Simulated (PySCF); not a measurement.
# Telling isomers of C₃H₃F₃O apart by NMR

PySCF 2.14 calculation with coordinates at the PBE0-D3(BJ)/def2-SVP level, spin–spin couplings from B3LYP/pcJ-1 (spin–dipole term left out of most H,H and C,H couplings) and shieldings: GIAO PBE0/pcSseg-1; a single conformation, no relativistic terms, fast rotation and ring inversion assumed for equivalent nuclei, no solvent.

Scale: 1H (σ = 31.27 ppm) and 13C (σ = 184.41 ppm) against TMS (reference shieldings calculated alike). Multiplet labels drop J under 1 Hz and among equivalent protons, and merge close values. Unscaled 3J(H,H) run several per cent high. One-bond C–F couplings are unscaled and too large by tens of Hz. Shifts are as computed. Against solution values, carbons near 30 ppm lie about +2 ppm off and those near 130 ppm about +5 ppm. Of 1211 compounds with measured shifts, 218 miss one by over three times the rms of a fit or turn the order of signals round; such compounds aren't used in these exercises.

(1) Tabulate the signals of `CC(=O)C(F)(F)F`, `O=CCC(F)(F)F` and their relative energies.

(2) What is the quickest way to tell CC(=O)C(F)(F)F from O=CCC(F)(F)F?

## Answers

(1) 
| SMILES | carbon types | δC | δH | E rel. (kcal/mol) |
| --- | --- | --- | --- | --- |
| CC(=O)C(F)(F)F | 2×C 1×CH3 | 195.7, 120.3, 25.0 | 2.39 (q, 3H) | 0.0 |
| O=CCC(F)(F)F | 1×C 1×CH 1×CH2 | 196.9, 129.5, 50.9 | 9.77 (tq, 1H), 2.76 (qd, 2H) | 0.4 |

Energies are electronic energies at PBE0/pcSseg-1 on these geometries, without zero-point or thermal terms, each for the one conformer computed, which needn't be the lowest.

(2) Both give the same number of carbon signals, but DEPT or the intensities differ. The first has a ketone carbonyl carbon (C) at 195.7 ppm, the second an aldehyde carbonyl carbon (CH) at 196.9 ppm. In the proton spectra the most deshielded non-exchanging signals are 2.39 (q, J = 1.2 Hz, 3H) and 9.77 (tq, J = 3.2, 1.8 Hz, 1H).
